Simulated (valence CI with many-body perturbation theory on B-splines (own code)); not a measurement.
# Tl LXXV in brief

Method: configuration interaction combined with many-body perturbation theory (CI+MBPT): five valence electrons over a frozen Dirac-Fock core [He], radial functions for each j: 9 s, 9 p, 8 d, 6 f, 3 g, 1 h, with the one-electron correlation potential Σ1 (screened to all orders), the two-electron term Σ2, the three-electron term Σ3, Breit, model QED; selected single and double excitations, second order for the rest (own B-spline code, finite nucleus).

No measured spectrum was set against this ion. As an estimate, large intervals hold to a few tenths of a per cent, small ones and those within an open d or f shell to about a per cent. Among the levels kept, up to 3500 cm⁻¹ of a level comes from second order outside the variational space, and about a tenth of that is noise between levels of different J, which matters for small intervals.

Levels are named by their leading jj configuration (3d3/2^4 stands for four electrons in 3d with j = 3/2), which in mixed levels can hold well under half, so a name can repeat and another be missing.

Rates and lifetimes use the calculated energies. Strong lines usually hold to 10 to 20 %, long lifetimes can be off by a factor of two.

Problem. What is the ground level?

Solution. (2s^2 2p1/2^2 2p3/2) J=3/2, composition 49 % 2s2.2p3 2P° + 27 % 2s2.2p3 2D° + 24 % 2s2.2p3 4S°, g = 1.301.

Problem. Name the longest-lived excited levels whose lifetime is computed, and their main decay.

Solution. (2s^2 2p1/2 2p3/2^2) J=5/2 at 2148 eV lives 65.8 ps, mostly by M1 to (2s^2 2p1/2^2 2p3/2) J=3/2; (2s^2 2p1/2 2p3/2^2) J=1/2 at 2210 eV lives 21.0 ps, mostly by M1 to (2s^2 2p1/2^2 2p3/2) J=3/2; (2s^2 2p1/2 2p3/2^2) J=3/2 at 2125 eV lives 11.4 ps, mostly by M1 to (2s^2 2p1/2^2 2p3/2) J=3/2.

Problem. How well does LS coupling describe the low levels?

Solution. Among the lowest 20 levels the leading LS term, summed over configurations, holds 63 % on average. For single configurations the figures are 63 % in LS and 100 % in jj coupling. Terms mix most in the J = 3/2 level at 11318 eV, where the leading one holds 36 %.

Problem. Where does the other parity begin?

Solution. At (2s 2p1/2^2 2p3/2^2) J=5/2, 2527 eV.

Problem. Among levels below 13690 eV, which E1 lines absorb most strongly from the ground level?

Solution. to (2s^2 2p1/2^2 3d5/2) J=5/2 at 0.1070 nm, f = 0.549; to (2s^2 2p1/2 2p3/2 3d3/2) J=5/2 at 0.09115 nm, f = 0.499; to (2s^2 2p1/2 2p3/2 3d3/2) J=3/2 at 0.09111 nm, f = 0.298.
